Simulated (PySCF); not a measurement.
SiHBr, SMILES [SiH]Br (connectivity only; charge and spin as stated), neutral, multiplicity 1.

Coordinates come from a B3LYP-D3(BJ)/def2-TZVP optimisation.

Calculation: M06-2X/def2-TZVPD in PySCF.

Symmetry labels are those of the subgroup Cs that the program uses (full group Cs).

Computed valence orbital energies around the gap with their symmetry:
```csv
orbital,symmetry,energy (eV)
HOMO−7,A",-78.17
HOMO−6,A',-78.16
HOMO−5,A',-23.42
HOMO−4,A',-15.53
HOMO−3,A',-11.35
HOMO−2,A",-10.18
HOMO−1,A',-10.07
HOMO,A',-8.04
LUMO,A",-2.26
LUMO+1,A',0.05
LUMO+2,A',0.57
LUMO+3,A",1.04
```
